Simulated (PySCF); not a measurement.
## Excitation energy of Ta²⁺ by level of theory

Ta²⁺ [Xe] 4f14 5d3 (4F) → Ta²⁺ [Xe] 4f14 5d2 6s1 (4F), as a difference of total energies. Calculation: PySCF 2.14, in aug-cc-pwCVTZ-PP with ECP60MDF (8s8p7d4f3g, 122 functions); scalar relativity through the core potential. Correlated levels: valence: 5s2 5p6 frozen; valence and next inner shell: nothing frozen outside the core potential. The calculations carry no spin-orbit coupling.

```
                                method  excitation energy (eV)
                                   UHF                   0.747
                                   LDA                   0.479
                                   PBE                   0.647
                                  PBE0                   0.787
                                r2SCAN                   0.728
                                 B97-3                   0.816
                                B2PLYP                   0.717
                               LC-wPBE                   0.906
                         MP2 (valence)                   0.797
                     SCS-MP2 (valence)                   0.764
    MP2 (valence and next inner shell)                   0.618
SCS-MP2 (valence and next inner shell)                   0.655
```

Task: How much does correlation contribute at MP2 (valence and next inner shell)?

Result: 0.618 − (0.747) = -0.129 eV, measured against UHF.
